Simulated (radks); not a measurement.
Values are calculated unless marked as measured or tabulated.
Q: All-electron atom: S2+ in [Ne] 3s2 3p2. Level of theory: non-relativistic Kohn-Sham, PBE, spin-polarised, spherical densities, point nucleus; open shells are filled with parallel spins first (a radial shooting solver on a logarithmic mesh with Libxc functionals). Some entries of the table are withheld. Estimate them.

orbital  occ.  eigenvalue (eV)  <r> (bohr)  <1/r> (bohr^-1)
1s up       1        -2423.972     0.09730            15.56
1s down     1        -2423.631     0.09729            15.56
2s up       1        -236.1180      0.4806            3.049
2s down     1        -235.7756      0.4805            3.048
2p up       3        -182.3211      0.4424            2.956
2p down     3        -181.8489      0.4423            2.956
3s up       1              (1)       1.578              (2)
3s down     1              (3)       1.585              (4)
3p up       2         -29.0141       1.755           0.7668
3p down     0         -26.3665       1.782           0.7597
3d up       0         -13.8915         (5)           0.5346
4s up       0         -12.0056       3.907           0.3441
3d down     0         -11.8012         (6)           0.5070

A: 
(1) 3s up eigenvalue (eV): -40.3349
(2) 3s up <1/r> (bohr^-1): 0.8691
(3) 3s down eigenvalue (eV): -37.5872
(4) 3s down <1/r> (bohr^-1): 0.8704
(5) 3d up <r> (bohr): 2.324
(6) 3d down <r> (bohr): 2.487
